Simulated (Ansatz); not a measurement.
Gas-phase electronic energies from Ansatz, PBE0-D4/def2-TZVP geometries. CCSD(T)/CBS adds triple-zeta CCSD(T) − MP2 to the extrapolated MP2 energy (def2 sets, frozen cores). This one scheme is used for every species. DFT in def2-TZVPP. No spin–orbit coupling; open shells (•) take unrestricted orbitals. For Ge outer-core shells are correlated without core-valence functions, which leaves a few kJ/mol of doubt a bond. Scalar relativity is left out up to krypton. One conformer a species, not always the lowest.

`B[O][GeH2][F]` → `[F][GeH2]`• + `B[O]`•  (homolysis of the Ge–O bond)

| level | ΔE (kJ/mol) |
| --- | --- |
| PBE-QIDH | 403.9 |
| PBE | 339.8 |
| PBE0 | 361.8 |
| r2SCANh | 357.2 |

(1) What does CCSD(T)/CBS give? (An estimate is asked.)

Largest T1 diagnostic among the species: 0.040.

## Answers

(1) The calculation gave: +411.3 kJ/mol. The listed levels differ from it by -7.4, -71.5, -49.5, -54.1 kJ/mol.

From PBE to PBE0 (25 % exact exchange), in def2-TZVPP and without D4, ΔE moves by +22.0 kJ/mol. At CCSD(T), def2-SVP lies −32.7 kJ/mol from the extrapolated value and def2-TZVPP −11.0 kJ/mol: correlation converges slowly with the basis, and small sets miss more of it in the bonded molecule than in its fragments.
